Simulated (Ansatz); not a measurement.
Geometry optimisation, Ansatz 0.2.0, RKS PBE0-D4/def2-SVP.

Input:

```yaml
crystal:
  periodic: [false, false, false]
  atoms:
    - { symbol: B, position_ang: [-0.1361, 2.0975, 0.6947] }
    - { symbol: S, position_ang: [-0.4113, 0.5272, 1.645] }
    - { symbol: C, position_ang: [-0.26, -0.6123, 0.213] }
    - { symbol: "N", position_ang: [-1.11, -0.2832, -0.8311] }
    - { symbol: Sb, position_ang: [1.8057, -0.577, -0.5686] }
    - { symbol: H, position_ang: [0.8934, 2.6203, 0.5446] }
    - { symbol: H, position_ang: [-1.0964, 2.6857, 0.2167] }
    - { symbol: H, position_ang: [-0.3747, -1.6295, 0.5881] }
    - { symbol: H, position_ang: [-2.1425, -0.4093, -0.3982] }
    - { symbol: H, position_ang: [-1.0682, -1.0013, -1.5641] }
    - { symbol: H, position_ang: [2.4048, -1.4006, 0.8963] }
    - { symbol: H, position_ang: [1.5723, -2.0725, -1.4023] }
basis:
  gaussian: { orbitals: def2-SVP }
hamiltonian:
  xc: pbe0
  dispersion: d4
relax:
  f_tol: 0.015
  max_steps: 40
```

Run as:

```bash
$ ansatz run input.yaml --threads 2 --pin off --max-ram 3072MiB --backend cpu --events-out ev --progress --plain --runs-dir out
```

Where does it end, and by what steps?

The forces met the threshold. After 18 steps the energy has fallen by 1.364 eV; H7 moved furthest, 1.40 Å.

| step | energy less start (eV) | largest force component (eV/Å) | accepted |
| --- | --- | --- | --- |
| 0 | 0.0000 | 4.576 | yes |
| 1 | -0.3417 | 1.733 | yes |
| 2 | -0.5281 | 0.663 | yes |
| 3 | -0.6817 | 0.858 | yes |
| 4 | -0.8057 | 0.964 | yes |
| 5 | -0.9382 | 1.112 | yes |
| 6 | -1.0937 | 0.811 | yes |
| 7 | -1.1788 | 0.699 | yes |
| 8 | -1.2519 | 1.421 | yes |
| 9 | -1.3298 | 0.380 | yes |
| 10 | -1.3318 | 0.494 | yes |
| 11 | -1.3408 | 0.372 | yes |
| 12 | -1.3593 | 0.150 | yes |
| 13 | -1.3572 | 0.297 | no |
| 14 | -1.3607 | 0.135 | yes |
| 15 | -1.3626 | 0.075 | yes |
| 16 | -1.3631 | 0.078 | yes |
| 17 | -1.3635 | 0.026 | yes |
| 18 | -1.3638 | 0.013 | yes |

```xyz
12
Properties=species:S:1:pos:R:3
B -0.311 2.186 0.696
S -0.540 0.627 1.490
C -0.232 -0.637 0.201
N -1.035 -0.406 -0.967
Sb 1.898 -0.589 -0.384
H 0.020 2.265 -0.458
H -0.507 3.147 1.396
H -0.415 -1.587 0.737
H -2.028 -0.385 -0.731
H -0.895 -1.144 -1.655
H 2.379 -1.484 1.003
H 1.743 -2.049 -1.293
```

Whether the end is a true minimum wasn't checked by a vibrational analysis.

The run took 99 s on 2 threads of Arm Neoverse V1 (shared host), peak memory 0.32 GiB.
